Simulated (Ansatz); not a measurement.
```yaml
crystal:
  periodic: [false, false, false]
  atoms:
    - {symbol: N, position_ang: [-0.929515, 0.730019, -0.640196]}
    - {symbol: C, position_ang: [0.087197, 0.717122, 0.124982]}
    - {symbol: B, position_ang: [0.690165, -0.724292, 0.430450]}
    - {symbol: O, position_ang: [0.062560, -1.755676, -0.149228]}
    - {symbol: H, position_ang: [-1.289794, 1.668346, -0.814808]}
    - {symbol: H, position_ang: [0.510452, 1.640785, 0.539634]}
    - {symbol: H, position_ang: [1.641088, -0.928357, 1.126035]}
    - {symbol: H, position_ang: [-0.679952, -1.405148, -0.672668]}
basis:
  gaussian: {orbitals: def2-mTZVP, point_charges: [{charge: 1.00, position_ang: [5.398, 0.560, -0.894]}]}
hamiltonian: {xc: {name: wB97X-V}}
scf: {lower_state_search: off}
multiplicity: 3
```

```sh
$ ansatz run in.yaml --threads 2 --pin off --events-out ev --progress --plain --max-ram 4352MiB
```

Output, abridged:

```
Error: YAML parse error: error: line 16 column 1: unknown field `multiplicity`, expected one of crystal, accuracy, basis, kpoints, hamiltonian, magnetization, projection, total_charge, correlation, batch, efield, external_charges, scf, relax, neb, saddle, md, ramp, phonons, dielectric, real_time, elastic, magnetic_configurations, gw, evaluate, workflow, output, checkpoint, execution
14 | hamiltonian: {xc: {name: wB97X-V}}
15 | scf: {lower_state_search: off}
16 | multiplicity: 3
```

Question: Something in this input is off. What?

Answer: The input holds a key that doesn't belong there. The input was rejected before any iteration.
